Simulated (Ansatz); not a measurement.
Coupled-cluster run, `N[CH]([SiH3])[GeH3]`.

```yaml
crystal:
  periodic: [false, false, false]
  atoms:
    - {symbol: N, position_ang: [-1.296938, 1.006117, -0.026402]}
    - {symbol: C, position_ang: [0.045004, 0.467010, -0.229293]}
    - {symbol: Si, position_ang: [0.877630, 0.204891, 1.434935]}
    - {symbol: Ge, position_ang: [-0.109504, -1.248355, -1.188541]}
    - {symbol: H, position_ang: [-1.773314, 1.173010, -0.904292]}
    - {symbol: H, position_ang: [-1.274420, 1.883828, 0.478798]}
    - {symbol: H, position_ang: [0.709598, 1.100792, -0.840247]}
    - {symbol: H, position_ang: [0.182325, -0.847000, 2.220370]}
    - {symbol: H, position_ang: [0.842268, 1.477613, 2.211709]}
    - {symbol: H, position_ang: [2.297467, -0.189114, 1.227912]}
    - {symbol: H, position_ang: [-0.975417, -1.014951, -2.443372]}
    - {symbol: H, position_ang: [-0.785447, -2.305555, -0.302676]}
    - {symbol: H, position_ang: [1.280948, -1.743086, -1.624103]}
basis:
  gaussian: {orbitals: def2-TZVPP}
correlation: {method: ccsd_t}
```

```sh
$ ansatz run in.yaml --threads 4 --pin off --events-out ev --progress --plain --max-ram 10444MiB
```

The program prints (abridged):

```
Functional definition: HF
1624 factors; integrals over basis functions are off by at most 1.0e-3 eV
mean field evaluation 1: about -66987.5080 eV, gradient 3.5e1 eV
mean field evaluation 2: about -66987.7123 eV, gradient 3.5e1 eV
mean field evaluation 4: about -66991.0869 eV, gradient 4.1e0 eV
mean field evaluation 8: about -66991.1498 eV, gradient 2.4e-1 eV
mean field -66991.14997439 eV, -2461.8793533265 hartree, gradient 2.3e-6 eV, S^2 0.000000; 0 other end points of the search recorded, 0 dependent functions left out
16 core orbitals not correlated: weight in the atoms' cores, before any rotation towards them, 1.000 or more for the frozen orbitals, at most 0.000 for the correlated occupied ones
reference -66991.14997439 eV, -2461.8793533265 hartree; 18, 18 occupied and 244, 244 virtual orbitals, 1624 factors
second order -21.49613242 eV of doubles, -0.00000000 eV of singles
cycle   1  -22.06876273 eV  change   -5.7e-1 eV  update   1.1e-1
cycle   2  -22.76545323 eV  change   -7.0e-1 eV  update   3.1e-2
cycle   3  -22.85032230 eV  change   -8.5e-2 eV  update   1.3e-2
cycle   4  -22.84205030 eV  change    8.3e-3 eV  update   3.3e-3
cycle   5  -22.84183514 eV  change    2.2e-4 eV  update   1.3e-3
cycle   6  -22.84155919 eV  change    2.8e-4 eV  update   3.5e-4
cycle   7  -22.84141553 eV  change    1.4e-4 eV  update   1.3e-4
cycle   8  -22.84142451 eV  change   -9.0e-6 eV  update   4.9e-5
cycle   9  -22.84143206 eV  change   -7.5e-6 eV  update   1.9e-5
perturbative correction -0.84539645 eV, -0.0310677464 hartree
Total energy: -67014.83680289 eV, -2462.7498282185 hartree
```

It took 2.9 min on 4 threads of an Intel Xeon Platinum 8259CL on a shared host, with 7.7 GiB of host memory at the peak.

MP2 recovers 90.8 % of the CCSD(T) correlation energy and the triples give 3.6 %; T1 = 0.0112.
